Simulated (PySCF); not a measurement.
NP, charge +1, doublet, geometry from GFN2-xTB (a state made from the parent by changing its charge; the spin is typed, not shown lowest). Base run: PySCF with B3LYP/aug-cc-pVDZ.

Here is a job for PySCF.
```python
from pyscf import gto, scf, dft

mol = gto.M(
    atom='''
N    -0.00000000   -0.00000000   -0.98877074
P     0.00000000    0.00000000    0.46142634
''',
    basis='aug-cc-pvdz',
    charge=1,
    spin=1,
    verbose=4,
    symmetry=True,
)

mf = dft.UKS(mol)
mf.xc = 'b3lyp'
mf.kernel()
mf.analyze()
```

Variants of this job, named by their change:

```csv
change,ΔE vs base (mEh),point group used,SCF cycles
base,0.000,Coov,11
symmetry = off,0.000,C1,11
symmetry_subgroup = C2v,0.000,C2v,11
```

Open shells are given as the SCF converged; they aren't shown to be the lowest states, and a large step between rows can be another state.
